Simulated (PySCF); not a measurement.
Compound: C4H6ClFO2.
Numbering: `[F:1][C@H:2]([Cl:3])[CH:4]1[O:5][CH2:6][CH2:7][O:8]1` (hydrogens: H9 on C2; H10 on C4; H11, H12 on C6; H13, H14 on C7)

Geometry (GFN2-xTB, Å), atoms numbered from 1 in this order:
```xyz
14
C4H6ClFO2 angstrom
F      0.9926   -0.5334    1.5686
C      1.6621   -0.3440    0.4008
Cl     2.9221    0.8731    0.6601
C      0.6964    0.1249   -0.7219
O     -0.0198    1.2620   -0.3749
C     -1.2330    0.8315    0.2235
C     -1.3784   -0.6370   -0.2234
O     -0.2248   -0.8805   -1.0171
H      2.1333   -1.2966    0.1342
H      1.3038    0.3343   -1.6122
H     -1.1730    0.9169    1.3130
H     -2.0296    1.4751   -0.1529
H     -2.2531   -0.8080   -0.8528
H     -1.3993   -1.3187    0.6327
```

Method: TDDFT PBE0/def2-SVPD, vertical, gas phase, core orbitals frozen in the response in PySCF 2.14.0, density-fitted response routines.

Ground-to-excited transition dipoles (e·a0, same axes as the geometry; the sign carries no meaning), for the states with f of 0.002 or more among the lowest 8:

| state | E (eV) | μx | μy | μz |
| --- | --- | --- | --- | --- |
| S1 | 7.019 | 0.335 | 0.056 | -0.015 |
| S2 | 7.406 | 0.098 | 0.022 | 0.212 |
| S4 | 7.804 | 0.157 | -0.001 | 0.078 |
| S5 | 7.975 | 0.362 | 0.196 | 0.200 |
| S6 | 8.074 | -0.121 | -0.024 | -0.072 |
| S7 | 8.080 | -0.015 | -0.192 | 0.073 |
| S8 | 8.196 | -0.142 | 0.033 | 0.299 |

Work out the oscillator strengths.

f = (2/3) ΔE |μ|² with ΔE in hartree (27.2114 eV).

```csv
state,|μ|² (au),|μ| (D),f
S1,0.116,0.86,0.020
S2,0.055,0.60,0.010
S4,0.031,0.45,0.006
S5,0.210,1.16,0.041
S6,0.021,0.36,0.004
S7,0.042,0.52,0.008
S8,0.110,0.84,0.022
```

Which bond between heavy atoms lies closest to the direction of the S5 transition dipole?

C4–O8 and C2–Cl3, at 23° from it; next C2–C4 at 47°.

What angle do the transition dipoles of S2 and S5 make?

|cos θ| = |μa·μb| / (|μa| |μb|) = 0.77, so θ ≈ 40° (taken between 0 and 90°, since the signs are arbitrary).

What peak molar absorption coefficient would the strongest computed level give as a lone Gaussian band 0.4 eV wide at half height?

ε(max) = 2.175×10⁸ f / FWHM, with the width in cm⁻¹. S5: 2.175×10⁸ × 0.0410 / 3226 ≈ 2800 L mol⁻¹ cm⁻¹.

One conformer stands for the species.

Without π bonds the low states may be Rydberg-like; a valence basis with one diffuse set may place them up to an eV too high.
